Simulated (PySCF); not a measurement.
C4H2BrCl, SMILES C#C/C(Br)=C\Cl. Geometry: PBE-D3(BJ)/def2-SVP. The structure was generated by enumeration; whether it is a known compound was not checked.

### Question
Give the equilibrium geometry at PBE-D3(BJ)/def2-SVP (PySCF confirms it by a frequency run) as bond lengths and angles, and its point group. (An estimate is asked for; the answer gives what the named calculation found.)

### Answer
point group Cs.
Atoms: C1 C2 C3 Br4 C5 Cl6 H7 H8. Bonded distances (Å): C1–C2 1.226, C1–H7 1.081, C2–C3 1.412, C3–Br4 1.919, C3–C5 1.360, C5–Cl6 1.722, C5–H8 1.099. Bond angles (°): C2–C1–H7 179.5, C1–C2–C3 178.8, C2–C3–Br4 116.1, C2–C3–C5 126.4, Br4–C3–C5 117.5, C3–C5–Cl6 122.5, C3–C5–H8 122.1, Cl6–C5–H8 115.4.
